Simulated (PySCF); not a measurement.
How the method changes the constants of BaH

State: ²Σ⁺ (doublet), unpaired electrons σ ↑. Set-up: basis Ba x2c-SVPall, H x2c-SVPall; spin-free X2C with a Gaussian nucleus; PySCF 2.14. De refers to Ba + H in their ground configurations, without counterpoise correction. The functionals are run spin-unrestricted. A positive dipole means Ba(−)H(+).

```tsv
Level	Re (Å)	ωe (cm⁻¹)	De (eV)	μ (D)	CPU s a point (SCF and correlation, without the integrals)
UHF	2.302	1160	1.55	-3.26	0.27
UHF-MP2	2.227	1190	1.66	n/a	0.4
UHF-SCS-MP2	2.236	1186	1.72	n/a	n/a
UHF-CCSD	2.235	1170	1.76	n/a	n/a
UHF-CCSD(T)	2.233	1169	1.75	n/a	8.5
PBE	2.224	1172	n/a	-3.40	0.95
BLYP	2.251	1139	n/a	-3.69	0.61
TPSS	2.221	1207	n/a	-3.06	1.2
r²SCAN	2.226	1194	n/a	-3.54	1.2
PBE0	2.219	1205	n/a	-3.40	1.9
B97-3	2.245	1160	n/a	-3.24	0.85
CAM-B3LYP	2.240	1191	n/a	-3.77	3
```

(1) What does the step from GGA to meta-GGA do here, going from PBE to r²SCAN?

(2) What does second-order correlation do here, going from UHF to UHF-MP2?

Correlated steps freeze 18 core orbitals. Correlated levels converge slowly with the basis: in double zeta they bind strong bonds too weakly, by up to about 1 eV, and carry superposition errors of some tenths. Spin–orbit coupling is left out. The state was picked by a PBE0 search and need not be the measured ground state.

The whole job (state search and all levels along the bond) took about 3.8 min on 1 thread of Arm Neoverse V1 (shared host), peak memory 0.71 GiB.

## Answers

(1) r²SCAN less PBE: +0.2 pm in Re, +1.9 % in ωe. 

(2) UHF-MP2 less UHF: -7.5 pm in Re, +2.6 % in ωe, +0.11 eV in De. Correlation nearly always deepens the well. The bond shortens, as in weak, metallic or heavy-atom bonds, where dispersion and the correlation of outer-core electrons pull the atoms together.
